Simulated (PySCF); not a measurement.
C4H7BO2S.
SMILES with atom numbers: `[CH3:1][C:2](=[S:3])[B:4]1[O:5][CH2:6][CH2:7][O:8]1`

Structure used (PBE0-D3(BJ)/def2-SVP), in Å, numbered top down from 1:
```
atom  x, y, z in Å
C1     2.5241   -0.3733    0.6330
C2     1.4435   -1.0576   -0.1392
S3     1.6557   -2.4884   -0.8874
B4     0.0342   -0.3482   -0.1857
O5    -0.2866    0.6560    0.6827
C6    -1.6157    1.0705    0.4092
C7    -2.0573    0.2112   -0.7962
O8    -0.9616   -0.6482   -1.0589
H9     2.1883   -0.1991    1.6697
H10    3.4567   -0.9528    0.6315
H11    2.7096    0.6310    0.2135
H12   -2.2403    0.9032    1.3012
H13   -1.6236    2.1495    0.1884
H14   -2.2674    0.8172   -1.6921
H15   -2.9521   -0.3934   -0.5801
```

NICS = −σ at a ghost point: NICS(0) at the centroid of the ring atoms, NICS(1) 1 Å to either side along the normal of their mean plane, zz for the tensor component along that normal. Level: GIAO CAM-B3LYP/pcSseg-1 (PySCF, non-relativistic, gas phase) on the PBE0-D3(BJ)/def2-SVP geometry, one conformer.

Ring bond lengths (Å): B4–O5 1.366, O5–C6 1.419, C6–C7 1.545, C7–O8 1.417, O8–B4 1.358.

Problem. Give the NICS values of each ring in ppm.

Solution. 
```
          ring                                                     type  NICS(0)  NICS(1), two faces  NICS(1)zz, two faces  rms pucker (Å)  centre to ring atoms, mean (Å)
B4–O5–C6–C7–O8  5-membered ring with B and 2 O; formal bonds all single     -5.1         -1.9 / -2.0           -3.7 / -3.8            0.01                            1.21
```

Problem. What can be read from them?

Solution. 
- B4–O5–C6–C7–O8: mean NICS(1)zz -3.8 ppm, shielded. C6, C7 have four or more neighbours; no verdict on aromaticity is drawn.

Problem. At the second NICS(1) probe listed for ring B4–O5–C6–C7–O8, 1 Å off the ring, how large is the induced field along the normal in 11.7 T applied along it?

Solution. NICSzz × B0 = -3.8 ppm × 11.7 T = -44 μT, against the applied field.

Problem. Give the inner angles of the rings.

Solution. 
- B4–O5–C6–C7–O8: B4 113.5°, O5 108.2°, C6 104.8°, C7 105.1°, O8 108.3°; sum 539.9° against 540° for a flat convex ring.

Problem. How shielded are the nuclei of the rings and their hydrogens (means over atoms taken as equivalent)?

Solution. 
```csv
atoms,environment,σ isotropic (ppm),"principal values of the symmetric part, first atom (ppm)"
B4,three-coordinate boron,79.8,"62.6, 70.7, 106.2"
O5 (×2),boron-bound oxygen,213.4,"77.2, 264.8, 312.8"
C6 (×2),sp3 carbon bound to oxygen,113.6,"74.3, 102.3, 163.3"
H12 (×4),methylene hydrogen,27.05,"23.1, 25.8, 32.1"
```

Problem. How do the values depend on the level or the medium?

Solution. 
| level | NICS(0), B4–O5–C6–C7–O8 | mean NICS(1)zz, B4–O5–C6–C7–O8 |
| --- | --- | --- |
| CAM-B3LYP/pcSseg-1, gas | -5.1 | -3.8 |
| PBE0/pcSseg-1, gas | -5.3 | -3.8 |
| PBE0/pcSseg-1, IEF-PCM acetonitrile | -5.2 | -3.4 |

The geometry is the same throughout; the continuum's cavity takes Bondi-type radii × 1.2.
